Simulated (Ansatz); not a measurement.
C2H5O2Si, SMILES `[CH]=C[SiH](O)O` radical at its PBE0-D4/def2-TZVP geometry, where that method's forces vanish. Charge 0, multiplicity 2.

```xyz
10

C     1.6273    0.6840    1.1520
C     0.4443    1.0344    0.7272
Si   -0.4561    0.0266   -0.5525
O     0.5244   -1.2593   -0.8418
O    -1.9510   -0.4050   -0.0275
H     2.3228   -0.1162    0.9351
H    -0.0463    1.9243    1.1272
H    -0.7323    0.7804   -1.7975
H     0.2768   -1.8474   -1.5564
H    -2.0098   -0.8218    0.8342
```

(1) What forces (eV/Å) does ωB97M-V/def2-TZVPP give on these atoms in the Gaussian-basis code of Ansatz? (Estimate.)

## Answers

(1) Ansatz gave: 
```
C1  -0.078 -0.033 -0.076
C2   0.055  0.020  0.058
Si3  0.005  0.207 -0.159
O4   0.039 -0.085 -0.045
O5  -0.065 -0.043  0.071
H6  -0.040  0.053  0.020
H7   0.044 -0.048 -0.014
H8   0.034 -0.090  0.148
H9   0.025  0.005  0.025
H10 -0.019  0.014 -0.028
```
